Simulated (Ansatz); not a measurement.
`FB[SiH2]Cl` at its PBE0-D4/def2-TZVP geometry, where that method's forces vanish. Charge 0, multiplicity 1.

```xyz
7

F     1.0249   -0.4296   -1.8656
B     1.0170    0.1431   -0.6804
Si   -0.5985   -0.0146    0.5447
Cl   -2.1050   -1.1239   -0.3153
H     2.0037    0.7561   -0.3659
H    -0.2080   -0.6675    1.8224
H    -1.1342    1.3362    0.8601
```

(1) What forces (eV/Å) does ωB97M-V/def2-TZVPP give on these atoms in Ansatz 0.2.0? (Estimate.)

Results:

(1) Ansatz gave: 
```
F1  -0.013 -0.093 -0.179
B2   0.056  0.166  0.286
Si3  0.098  0.126  0.170
Cl4 -0.033 -0.032 -0.034
H5  -0.126 -0.081 -0.045
H6  -0.047  0.077 -0.157
H7   0.065 -0.164 -0.042
```
